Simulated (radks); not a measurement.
All-electron atom: Sm XVI in [Kr] 4d10 4f1. Calculated with a radial shooting solver on a logarithmic mesh with Libxc functionals: scalar-relativistic Kohn-Sham, PBE, spin-polarised, spherical densities, finite nucleus; open shells are filled with parallel spins first (spin-orbit coupling, left out, can overturn this in heavy ions); Fermi nuclear charge, rms radius 5.0819 fm.

Normalised radial functions P(r) = r R(r), r in bohr:

| r | 4d down | 4f up |
|---|---|---|
| 0.002666 | 0.0001 | 0.0000 |
| 0.003977 | 0.0004 | 0.0000 |
| 0.005934 | 0.0011 | 0.0000 |
| 0.008852 | 0.0032 | 0.0000 |
| 0.0131 | 0.0091 | 0.0001 |
| 0.01954 | 0.0256 | 0.0004 |
| 0.02916 | 0.0683 | 0.0016 |
| 0.04349 | 0.1674 | 0.0064 |
| 0.06437 | 0.3555 | 0.0229 |
| 0.09603 | 0.6326 | 0.0752 |
| 0.1433 | 0.8233 | 0.2130 |
| 0.2137 | 0.5495 | 0.4973 |
| 0.3163 | -0.3499 | 0.9015 |
| 0.4718 | -1.2812 | 1.2307 |
| 0.7039 | -1.2728 | 1.1565 |
| 1.05 | -0.5555 | 0.6697 |
| 1.554 | -0.0949 | 0.1980 |
| 2.318 | -0.0038 | 0.0188 |
| 3.459 | 0.0000 | 0.0003 |

4d down: eigenvalue -424.99 eV, 1 radial node at r = 0.278 bohr, <r> = 0.629 bohr, 90 % of the charge inside 0.930 bohr. 4f up: eigenvalue -290.85 eV, 0 radial nodes, <r> = 0.672 bohr, 90 % of the charge inside 1.04 bohr.
